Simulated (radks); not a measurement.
The numbers below are computed, except where a source is named.
Ionisation of neutral europium, [Xe] 4f7 6s2, to Eu+, [Xe] 4f7 6s1, under several functionals. Non-relativistic Kohn-Sham, spin-polarised, spherical densities, point nucleus; open shells are filled with parallel spins first (spin-orbit coupling, left out, can overturn this in heavy ions); a radial shooting solver on a logarithmic mesh with Libxc functionals. The NIST Atomic Spectra Database gives 5.670 eV (measured). Rank these functionals by the error of their Delta-SCF ionisation energy: HCTH/407; LDA (Slater exchange, VWN5 correlation); revPBE; XLYP; exchange-only PBE; Wu-Cohen GGA.

Answer. From best to worst: HCTH/407 5.807 eV (+0.136); LDA (Slater exchange, VWN5 correlation) 5.517 eV (-0.153); XLYP 5.388 eV (-0.282); revPBE 5.273 eV (-0.398); Wu-Cohen GGA 5.245 eV (-0.425); exchange-only PBE 4.727 eV (-0.944). Relativity is left out here, which matters for elements this heavy. Open shells are spherical and high-spin; term and fine-structure splittings are not resolved.
